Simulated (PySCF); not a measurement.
# Computed structure and properties of [EuCl4]−

System: [EuCl4]− (singlet in the valence; each metal's 4f electrons, 6 of them, lie in its core potential, out of spins and levels); start: template (Td). Method: PySCF 2.14.0, RKS PBE0, Eu lcecp-1-SVP with ECP52, Cl def2-SVP; non-relativistic Hamiltonian with scalar-relativistic core potentials where named; density fitting; no spin-orbit coupling.

Input of the relaxation:

```python
mol = gto.M(atom='''
Eu    -0.00000     0.00000    -0.00000
Cl     1.52760     1.52760     1.52760
Cl    -1.52760    -1.52760     1.52760
Cl     1.52760    -1.52760    -1.52760
Cl    -1.52760     1.52760    -1.52760''',
    basis={'Eu': 'lcecp-1-SVP', 'Cl': 'def2-SVP'},
    ecp={'Eu': 'lcecp-1-SVP'},
    charge=-1, spin=0)
mf = dft.RKS(mol, xc='PBE0')
mf.grids.atom_grid = (50, 194)  # f atoms: unpruned, at least (60, 302)
mf = mf.density_fit()  # fitting sets: Eu AutoAux, Cl def2-universal-JKFIT
mf.conv_tol = 1e-08; mf.max_cycle = 55
mf.kernel(dm0)  # dm0: converged density of the start geometry
# quasi-Newton relaxation in Cartesian coordinates to a largest gradient under 0.00045 Eh/bohr, steps kept in the point group
```

Run from Python with OMP_NUM_THREADS=2; the lines above give its settings. Where DIIS fails, smearing, a level shift and second-order steps follow.
It took 17 s on 2 threads of Arm Neoverse V2, on a shared host, from the converged density of the start.

Course of the relaxation:

| step | energy above end (eV) | largest force component within the symmetry (eV/Å) |
| --- | --- | --- |
| 0 | 0.1198 | 0.429 |
| 1 | 0.0321 | 0.232 |
| 2 | 0.0005 | 0.030 |
| 3 | 0.0000 | 0.002 |

Relaxed geometry (Td):

```xyz
5

Eu    0.0000    0.0000    0.0000
Cl    1.4834    1.4834    1.4834
Cl   -1.4834   -1.4834    1.4834
Cl    1.4834   -1.4834   -1.4834
Cl   -1.4834    1.4834   -1.4834
```

```
     contact      Å
Eu1–Cl2 (Cl)  2.569
Eu1–Cl3 (Cl)  2.569
Eu1–Cl4 (Cl)  2.569
Eu1–Cl5 (Cl)  2.569
```

On the finer grid (75, 302):

- HOMO: -4.52 eV
- LUMO: 3.31 eV
- Dipole about the centre of mass: 0.00 D
- Set of Mulliken populations of Eu1 outside the core potential: s 2.29, p 6.44, d 1.46, f 0.06
- D3(BJ) dispersion energy (not in the energies): -0.172 eV

```
atom  Mulliken (e)  Löwdin (e)  spin (e)
 Eu1          0.75       -0.42      0.00
 Cl2         -0.44       -0.14      0.00
 Cl3         -0.44       -0.14      0.00
 Cl4         -0.44       -0.14      0.00
 Cl5         -0.44       -0.14      0.00
```

The 4f levels lie in the core potential and are missing. Their spin isn't counted.

On the grid (50, 194), as all that follows. Harmonic modes: a minimum; lowest 72 cm⁻¹ (negative: unstable), highest 308 cm⁻¹, zero-point energy 0.100 eV.

Taking off one Cl (charge -1, singlet; the rest: singlet) in vacuum, both parts rigid, costs 4.98 eV; the small basis without counterpoise inflates it.

Rigid scan of Cl along the line from its metal:

| distance to Cl2 (Å) | energy (eV) |
| --- | --- |
| 2.27 | 0.640 |
| 2.37 | 0.248 |
| 2.47 | 0.054 |
| 2.57 | 0.000 |
| 2.67 | 0.042 |
| 2.77 | 0.150 |
| 2.97 | 0.477 |
| 3.27 | 1.069 |
| 3.67 | 1.814 |
| 4.17 | 2.549 |

One start shape was tried, so this needn't be the lowest isomer.

An lcecp potential fixes the number of 4f electrons, so in runs with it no electron can move into or out of that shell.
